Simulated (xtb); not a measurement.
C5H8NO (SMILES [CH2]N1CCCC1=O), doublet, at a GFN2-xTB geometry; xtb with GFN1-xTB with GBSA(thf).

The xtb input:
```
$ xtb mol.xyz --gfn 1 --uhf 1 --gbsa thf --json

# file mol.xyz
15

C      2.06888233     0.27271601    -0.16396691
N      0.72581799     0.26398930    -0.04869718
C     -0.07319759     1.47093508    -0.08537597
C     -1.49412677     0.96500721    -0.34589374
C     -1.48225820    -0.43381841     0.26481694
C     -0.03091949    -0.86591666     0.15995499
O      0.42114034    -1.99147519     0.25235738
H      2.58101234    -0.66448092    -0.09888963
H      2.57735037     1.19974183    -0.32614208
H      0.28939264     2.14734358    -0.86230780
H     -0.00600170     1.98531643     0.88125484
H     -2.24705897     1.61571689     0.09408095
H     -1.67571076     0.90227057    -1.41947156
H     -1.76399898    -0.41536987     1.32065721
H     -2.13511543    -1.14020171    -0.24437276
```

The log (banner, timings and long lists left out):

```
   ID    Z sym.   atoms
    1    6 C      1, 3-6
    2    7 N      2
    3    8 O      7
    4    1 H      8-15

           -------------------------------------------------
          |                Calculation Setup                |
           -------------------------------------------------

           -------------------------------------------------
          |                 G F N 1 - x T B                 |
           -------------------------------------------------

      * Solvation model:               GBSA
        Solvent                        thf
        Parameter file                 internal GFN1-xTB/GBSA
        Dielectric constant                1.0000E+01
        Reference state                gsolv [1 M gas/solution]
        Free energy shift                  2.8487E-03 Eh       1.7876E+00 kcal/mol
        Temperature                        2.9815E+02 K
        Density                            8.8300E-01 kg/L
        Solvent mass                       7.2106E+01 g/mol
        Interaction kernel             Still
        Born radius scaling (c1)           1.6158E+00
        Born radii integrator          GBOBC
        Born offset                        0.0000E+00 a0       0.0000E+00 AA
        H-bond correction              true
        Ion screening                  false
        Surface tension                    1.0000E-05 Eh       1.5569E+01 dyn/cm
        Grid points                               230 per atom

          ...................................................
          :                      SETUP                      :
          :.................................................:
          :  # basis functions                  44          :
          :  # atomic orbitals                  44          :
          :  # shells                           30          :
          :  # electrons                        39          :
          :  # halogen bonds                     0          :
          :  max. iterations                   250          :
          :  Hamiltonian                  GFN1-xTB          :
          :  restarted?                      false          :
          :  GBSA solvation                   true          :
          :  PC potential                    false          :
          :  electronic temp.          300.0000000     K    :
          :  accuracy                    1.0000000          :
          :  -> integral cutoff          0.2500000E+02      :
[...]
         :: total energy             -22.741162013101 Eh    ::
[...]
     7O    -0.59113 -0.63329   1.731  4.860  0.000
     8H     0.05456  0.12238   0.945  0.000  0.000
     9H     0.04525  0.10936   0.955  0.000  0.000
    10H     0.05599  0.12047   0.944  0.000  0.000
    11H     0.05365  0.11820   0.946  0.000  0.000
    12H     0.05384  0.10904   0.946  0.000  0.000
    13H     0.04698  0.10415   0.953  0.000  0.000
    14H     0.06162  0.11945   0.938  0.000  0.000
    15H     0.06190  0.11938   0.938  0.000  0.000

Wiberg/Mayer (AO) data.
largest (>0.10) Wiberg bond orders for each atom

 ---------------------------------------------------------------------------
     #   Z sym  total        # sym  WBO       # sym  WBO       # sym  WBO
 ---------------------------------------------------------------------------
     1   6 C    3.510 --     2 N    1.299     9 H    0.985     8 H    0.980
                             6 C    0.121
     2   7 N    3.531 --     1 C    1.299     6 C    1.144     3 C    0.942
                             7 O    0.118
     3   6 C    3.949 --     4 C    1.003    10 H    0.976    11 H    0.971
                             2 N    0.942
     4   6 C    3.995 --     5 C    1.010     3 C    1.003    13 H    0.980
                            12 H    0.979
     5   6 C    3.996 --     4 C    1.010     6 C    0.972    15 H    0.969
                            14 H    0.957
     6   6 C    3.888 --     7 O    1.597     2 N    1.144     5 C    0.972
                             1 C    0.121
     7   8 O    1.890 --     6 C    1.597     2 N    0.118
     8   1 H    1.005 --     1 C    0.980
     9   1 H    1.000 --     1 C    0.985
    10   1 H    1.004 --     3 C    0.976
    11   1 H    1.003 --     3 C    0.971
    12   1 H    1.002 --     4 C    0.979
    13   1 H    1.003 --     4 C    0.980
    14   1 H    1.001 --     5 C    0.957
    15   1 H    1.003 --     5 C    0.969
 ---------------------------------------------------------------------------

Topologies differ in total number of bonds
Writing topology from bond orders to xtbtopo.mol

 dipole moment from electron density (au)
     X       Y       Z
  -0.7229   2.3607  -0.1796  total (Debye):    6.292

           -------------------------------------------------
          | TOTAL ENERGY              -22.741162013101 Eh   |
          | GRADIENT NORM               0.022269175166 Eh/α |
          | HOMO-LUMO GAP               2.715708313395 eV   |
           -------------------------------------------------

normal termination of xtb
```
